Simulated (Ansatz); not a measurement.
One change: `C[SiH2]C(F)F` becomes `F[CH](F)[GaH2]`.

Ansatz, PBE0-D4/def2-TZVP geometries, multiplicity 1. Each molecule was computed in one conformer, which needn't be the lowest.

Scalar relativity is left out up to krypton.

| property | `C[SiH2]C(F)F` |
| --- | --- |
| HOMO–LUMO gap (PBE/def2-TZVPP) / eV | 6.55 |
| LUMO energy (B3LYP/def2-TZVPP) / eV | 0.21 |
| HOMO–LUMO gap (ωB97M-V/def2-TZVPP) / eV | 12.79 |
| LUMO energy (PBE0/def2-TZVPP) / eV | 0.48 |
| HOMO energy (PBE0/def2-TZVPP) / eV | -8.46 |
| HOMO–LUMO gap (PBE0/def2-TZVPP) / eV | 8.94 |

Problem. Give the same properties after the change, and the shifts. (Best estimate.)

Solution. Ansatz gave: 
```csv
property,`F[CH](F)[GaH2]`,shift
HOMO–LUMO gap (PBE/def2-TZVPP) / eV,3.57,-2.98
LUMO energy (B3LYP/def2-TZVPP) / eV,-2.37,-2.58
HOMO–LUMO gap (ωB97M-V/def2-TZVPP) / eV,9.80,-2.99
LUMO energy (PBE0/def2-TZVPP) / eV,-2.06,-2.54
HOMO energy (PBE0/def2-TZVPP) / eV,-7.87,0.59
HOMO–LUMO gap (PBE0/def2-TZVPP) / eV,5.81,-3.13
```

With PBE0 the HOMO rises by 0.59 eV and the LUMO falls by 2.54 eV, so the gap narrows by about 3.13 eV. PBE moves the HOMO by 0.45 eV and ωB97M-V by 0.64 eV.

B3LYP here is the variant with VWN-RPA as its local correlation; programs differ in this.
